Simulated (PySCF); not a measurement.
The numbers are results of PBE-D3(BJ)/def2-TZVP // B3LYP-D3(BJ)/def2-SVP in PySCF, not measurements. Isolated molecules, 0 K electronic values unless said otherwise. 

Reference species (SMILES): `c1sc2cc([SiH3])cc(c2c1)C` (neutral, multiplicity 1).

```
Property                  Result
----------------------  --------
S1 oscillator strength     0.077
dipole moment             1.82 D
LUMO                    -1.95 eV
HOMO–LUMO gap            3.51 eV
```

Changed species: `Cc1c([SiH3])sc2ccccc12`.

**Question.** What does the change do to the S1 oscillator strength, dipole moment, LUMO and HOMO–LUMO gap?

**Answer.** the S1 oscillator strength falls by 0.022, to 0.055; the dipole moment drops by 0.55 D, to 1.27 D; the LUMO is nearly the same; the HOMO–LUMO gap falls by 0.10 eV, to 3.41 eV.
